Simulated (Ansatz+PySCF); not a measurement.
Results of a calculation; reference values are marked as such.
## Ansatz (development build ahead of 0.2.0) run

```yaml
crystal:
  periodic: [false, false, false]
  atoms:
    - { symbol: Cr, position_ang: [0.0, 0.0, 0.0] }
    - { symbol: O, position_ang: [0.0, 0.0, 2.12] }
    - { symbol: H, position_ang: [0.775, 0.0, 2.695] }
    - { symbol: H, position_ang: [-0.775, 0.0, 2.695] }
basis:
  gaussian: { orbitals: def2-SVP }
total_charge: 1
magnetization:
  spin_polarized: true
  initial_magnetization: 5
hamiltonian:
  xc: r2scan
```

The input is written out in the form of the current development build from the run's settings.

The run gave:

| Quantity | Value |
| --- | --- |
| Converged | yes |
| Total energy | -1120.39946 hartree |

Caution: other spin multiplicities were not run.
